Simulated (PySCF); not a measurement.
Molfile (atoms numbered from 1):
```
C6H10N2Si
     RDKit          3D

 19 19  0  0  0  0  0  0  0  0999 V2000
    2.4185    0.1960   -0.6513 C   0  0  0  0  0  0  0  0  0  0  0  0
    1.0403    0.4475   -1.2558 C   0  0  0  0  0  0  0  0  0  0  0  0
   -0.0118   -0.4173   -0.6218 C   0  0  0  0  0  0  0  0  0  0  0  0
   -0.0548   -1.6696   -1.0818 N   0  0  0  0  0  0  0  0  0  0  0  0
   -0.9001   -2.5438   -0.5875 N   0  0  0  0  0  0  0  0  0  0  0  0
   -1.7285   -2.1817    0.3843 C   0  0  0  0  0  0  0  0  0  0  0  0
   -1.7481   -0.8943    0.9218 C   0  0  0  0  0  0  0  0  0  0  0  0
   -0.8563    0.0439    0.4124 C   0  0  0  0  0  0  0  0  0  0  0  0
   -0.8123    1.8114    1.0694 Si  0  0  0  0  0  4  0  0  0  0  0  0
    3.1853    0.8113   -1.1448 H   0  0  0  0  0  0  0  0  0  0  0  0
    2.6931   -0.8623   -0.7721 H   0  0  0  0  0  0  0  0  0  0  0  0
    2.4344    0.4308    0.4244 H   0  0  0  0  0  0  0  0  0  0  0  0
    1.0609    0.2124   -2.3306 H   0  0  0  0  0  0  0  0  0  0  0  0
    0.7672    1.5118   -1.1618 H   0  0  0  0  0  0  0  0  0  0  0  0
   -2.4049   -2.9631    0.7440 H   0  0  0  0  0  0  0  0  0  0  0  0
   -2.4495   -0.6434    1.7225 H   0  0  0  0  0  0  0  0  0  0  0  0
    0.5591    2.1711    1.5380 H   0  0  0  0  0  0  0  0  0  0  0  0
   -1.2216    2.7794    0.0080 H   0  0  0  0  0  0  0  0  0  0  0  0
   -1.7697    1.8931    2.2121 H   0  0  0  0  0  0  0  0  0  0  0  0
  1  2  1  0
  2  3  1  0
  3  4  1  0
  4  5  2  0
  5  6  1  0
  6  7  2  0
  7  8  1  0
  8  9  1  0
  8  3  2  0
  1 10  1  0
  1 11  1  0
  1 12  1  0
  2 13  1  0
  2 14  1  0
  6 15  1  0
  7 16  1  0
  9 17  1  0
  9 18  1  0
  9 19  1  0
M  END
```

In vacuum, single conformer, no relativistic terms, rapidly exchanging positions averaged. PBE0-D3(BJ)/def2-SVP geometry; shielding tensors at CAM-B3LYP/pcSseg-1 (GIAO); PySCF.

Predict the 2D correlation tables (HSQC, COSY, HMBC).

Answers



HSQC (one-bond C–H):
| δH | δC |
| --- | --- |
| 9.10 (H15) | 157.2 (C6) |
| 7.36 (H16) | 141.8 (C7) |
| 2.95 (H13/H14) | 34.6 (C2) |
| 1.40 (H10/H11/H12) | 17.4 (C1) |

COSY cross peaks (H two or three bonds apart, from the bond graph; peaks can be absent where the dihedral angle is near 90°):
| δH | δH |
| --- | --- |
| 9.10 (H15) | 7.36 (H16) |
| 2.95 (H13/H14) | 1.40 (H10/H11/H12) |

HMBC (two and three bonds, from the bond graph; two-bond peaks within aromatic rings are usually weak or absent):
| δH | δC |
| --- | --- |
| 9.10 (H15) | 141.8 (C7), 133.3 (C8) |
| 7.36 (H16) | 178.5 (C3), 157.2 (C6), 133.3 (C8) |
| 4.45 (H17/H18/H19) | 178.5 (C3), 141.8 (C7), 133.3 (C8) |
| 2.95 (H13/H14) | 178.5 (C3), 133.3 (C8), 17.4 (C1) |
| 1.40 (H10/H11/H12) | 178.5 (C3), 34.6 (C2) |

References, each an isolated molecule treated in the same way: ¹H and ¹³C vs TMS.

Short H···H contacts in this conformer between protons four or more bonds apart (candidates for NOE cross peaks, intensity ∝ r⁻⁶): H14···H18 2.63 Å, H16···H19 2.67 Å, H12···H17 2.79 Å.

Shifts are as computed, not scaled to solution data. Of 1328 compounds with measured shifts, 309 miss one by over three times the rms of a fit or turn the order of signals round; such compounds aren't used in these exercises. Signals without a measured value on file couldn't be tested in this way.
